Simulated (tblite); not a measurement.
C₄H₄Cl₂O₂.
Structure used (GFN2-xTB), in Å, numbered top down from 1:
```
atom  x, y, z in Å
C1    -2.084   -0.545   -0.130
O2    -0.669   -0.515   -0.091
C3    -0.018    0.601    0.119
Cl4   -0.931    2.047    0.377
C5     1.334    0.676    0.143
C6     2.152   -0.490   -0.066
O7     1.841   -1.620   -0.265
Cl8    3.882   -0.057    0.002
H9    -2.345   -1.587   -0.299
H10   -2.467    0.071   -0.947
H11   -2.513   -0.201    0.814
H12    1.819    1.619    0.317
```

All values are computed: GFN2-xTB (tblite) harmonic vibrations without scaling, gas phase. Errors from tens to a few hundred cm⁻¹ against measured bands are possible. One conformer, not necessarily the lowest.

Harmonic wavenumbers (cm⁻¹): 49.4, 90.5, 106.0, 151.4, 172.4, 221.4, 284.8, 304.6, 440.2, 500.9, 530.6, 623.1, 658.3, 779.1, 812.4, 991.3, 1060.2, 1109.3, 1130.3, 1155.2, 1313.0, 1393.7, 1446.5, 1450.1, 1574.2, 1802.9, 2972.1, 2979.9, 3047.0, 3142.2.

A = 2864, B = 729.8, C = 583.7 MHz; mass 153.959 u (most abundant isotopes); point group Cs, symmetry number 1.

Problem. Zero-point energy?

Solution. Half the sum of the wavenumbers: 16146 cm⁻¹ = 193.15 kJ/mol.

Problem. What is S at 273.15 K and 1 bar for an ideal gas of classical rigid rotors and harmonic oscillators?

Solution. Translation 169.85, rotation 124.24, vibration 97.91: S = 392.0 J/(mol K).

Problem. And Cp and H(273.15 K) − H(0)?

Solution. Cp = 126.63 J/(mol K), of which vibrations give 93.37 (their classical limit is 30 R = 249.4); H(273.15 K) − H(0) = 23.07 kJ/mol without the zero-point energy, 13.98 from vibrations.

Problem. What must be added to the electronic energy to get the Gibbs energy at 273.15 K and 1 bar?

Solution. ZPE + [H(273.15 K) − H(0)] − T·S = 193.15 + 23.07 − 107.08 = 109.14 kJ/mol.

Problem. Blend soft modes into free rotors: weight 1/[1 + (100 cm⁻¹/ν̃)⁴] for the oscillator and the rest for a rotor with moment μB/(μ + B), μ = h/(8π²ν), B = 10⁻⁴⁴ kg m². What vibrational entropy results?

Solution. 90.78 J/(mol K) in place of 97.91, which changes −T·S at 273.15 K by +1.95 kJ/mol.

Problem. How do the functions run with temperature in this model?

Solution. 
```csv
T (K),S (J/(mol K)),Cp (J/(mol K)),H − H(0) (kJ/mol),G − H(0) (kJ/mol),ln q(vib)
150,327.1,92.4,9.52,-39.54,2.73
250,381.1,120.6,20.21,-75.06,5.09
298.15,403.4,133.0,26.31,-93.95,6.18
400,445.8,156.6,41.09,-137.24,8.37
600,516.4,191.4,76.13,-233.71,12.33
900,600.6,223.1,138.76,-401.79,17.55
```

q(vib) and H(0) count from the zero-point level.

Problem. Which modes carry the vibrational entropy at 273.15 K?

Solution. 49.4 cm⁻¹: 19.53; 90.5 cm⁻¹: 14.55; 106.0 cm⁻¹: 13.27; 151.4 cm⁻¹: 10.41; 172.4 cm⁻¹: 9.40; 221.4 cm⁻¹: 7.49 J/(mol K); the other 24 give 23.26 together.

Hindered rotation and anharmonicity are outside this model. Other conformers, if any are populated, would add a mixing term that is left out.

Hardware: one thread, Arm Neoverse V2 (shared host). The figure is for the frequency step alone.
